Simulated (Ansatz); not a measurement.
System: tetramethylgermane, C4H12Ge, net charge 0, singlet state. SMILES: [CH3][Ge]([CH3])([CH3])[CH3]
Geometry from a B3LYP-D3(BJ)/def2-TZVP (Ansatz, a first-principles code) optimisation:
```
Ge
C 1 1.9703
H 2 1.0908 1 110.56
H 2 1.0908 3 108.36 1 121.32
H 2 1.0908 3 108.36 4 117.37
C 1 1.9703 2 109.47 3 -180.00
H 6 1.0908 1 110.56 2 180.00
H 6 1.0908 7 108.36 1 121.32
H 6 1.0908 7 108.36 8 117.37
C 1 1.9703 2 109.47 3 -60.00
H 10 1.0908 1 110.56 2 -180.00
H 10 1.0908 11 108.36 1 121.32
H 10 1.0908 11 108.36 12 117.37
C 1 1.9703 2 109.47 3 60.00
H 14 1.0908 1 110.56 2 60.00
H 14 1.0908 15 108.36 1 121.32
H 14 1.0908 15 108.36 16 117.37
```
Charge 0, spin multiplicity 1.

Parts of the frozen-core correlation energy in 6-31G (Ansatz, hartree). Frozen orbitals: 18; correlated occupied orbitals by spin: 16 and 16; virtual: 55 and 55. No spin-orbit coupling. Non-relativistic.

```
term                             value
-------------------------  -----------
reference (HF)             -2233.45481
MP2 opposite-spin                    …
MP2 same-spin                        …
CCSD correlation              -0.48952
(T)                                  …
T1 diagnostic                    0.007
largest doubles amplitude        0.026
```

Task: Complete the blanks.

Result: 
- MP2 opposite-spin, value: -0.34076
- MP2 same-spin, value: -0.08334
- (T), value: -0.01070
